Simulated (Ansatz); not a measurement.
C2H9AsSi can be A, `C[SiH2]C[AsH2]`, or B, `C[As](C)[SiH3]`.

Isolated molecules relaxed with PBE0-D4/def2-TZVP in Ansatz; ΔE leaves out vibrations. CCSD(T)/CBS adds triple-zeta CCSD(T) − MP2 to the extrapolated MP2 energy (def2 sets, frozen cores). DFT in def2-TZVPP. B3LYP here is the variant with VWN-RPA as its local correlation; programs differ in this. For As outer-core shells are correlated without core-valence functions, which leaves a few kJ/mol of doubt a bond. Scalar relativity is left out up to krypton. Each species was taken in one conformer, which may not be the lowest.

Problem. Which isomer does CCSD(T)/CBS put lower? Give the gap. (Estimate.)

Solution. The calculation gave: B, by 1.3 kJ/mol. So small a gap doesn't settle the order.

Problem. Give E(B) − E(A) in kJ/mol with MP2/def2-TZVPP, PBE0-D4, ωB97M-V, B3LYP, B2PLYP, CCSD(T)/def2-TZVPP, CCSD/def2-TZVPP. (Best estimate.)

Solution. Computed: MP2/def2-TZVPP -4.3, PBE0-D4 -4.2, ωB97M-V 2.9, B3LYP -2.0, B2PLYP -2.3, CCSD(T)/def2-TZVPP -2.1, CCSD/def2-TZVPP -0.4. The order is the other way round with ωB97M-V.

Largest T1 diagnostic: 0.011.

From PBE to PBE0 (25 % exact exchange), in def2-TZVPP and without D4, E(B) − E(A) moves by +3.1 kJ/mol. In def2-TZVPP, CCSD(T) changes the Hartree–Fock value by −5.1 kJ/mol (the triples alone add −1.7 kJ/mol) and MP2 by −7.3 kJ/mol.
